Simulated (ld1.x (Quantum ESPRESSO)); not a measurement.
**Transferability test, TM potential for tantalum (Ta)**

* Element: Ta (Z = 73)
* Generator: ld1.x (Quantum ESPRESSO) 7.5
* Type: norm-conserving Troullier–Martins (Kleinman–Bylander form)
* Functional: LDA (PZ)
* Relativity: scalar-relativistic
* Frozen core: [Xe] 4f14
* Valence charge: 5
* Reference configuration: 5d3 6s1.5 6p0 (charge +0.5)
* Partial waves: 6p (bound, empty): rc 3.70 bohr; 5d (bound): rc 2.90 bohr; 6s (bound): rc 2.95 bohr
* Local potential: the s channel
* Core correction: none

Energies are relative to the spin-unpolarised reference configuration 5d3 6s1.5 6p0; without spin polarisation the order of configurations can differ from experiment. Spin-polarised rows fill each open shell by Hund’s rule, majority spin first.

| valence configuration | charge | ΔE all-electron (eV) | error AE − PS (meV) |
| --- | --- | --- | --- |
| 5d3 6s1 6p0 | +1 | 5.138 | +1.5 |
| 5d3 6s0 6p0 | +2 | 20.447 | +36 |
| 5d1 6s0 6p0 | +4 | 79.738 | +523 |
| 5d2 6s2 6p0 | +1 | 4.348 | +17 |
| 5d4 6s1 6p0 | 0 | -1.471 | -7.0 |
| 5d3 6s1 6p1 | 0 | 0.696 | -0.8 |
| 5d3 6s2 6p0 (spin-polarised) | 0 | -4.610 | +1305 |

Problem. What are ΔE and the potential's error for 5d3 6s1.5 6p0 (spin-polarised)?

Solution. ΔE = -1.413 eV all-electron; the error (AE − PS) is +1525 meV.

Problem. What are ΔE and the potential's error for 5d3 6s2 6p0?

Solution. ΔE = -3.563 eV all-electron; the error (AE − PS) is +3.6 meV.

Levels in the configuration 5d3 6s1 6p1:

```csv
level,all-electron (eV),pseudo (eV)
5d,-5.102,-5.117
6s,-6.614,-6.613
6p,-2.219,-2.217
```
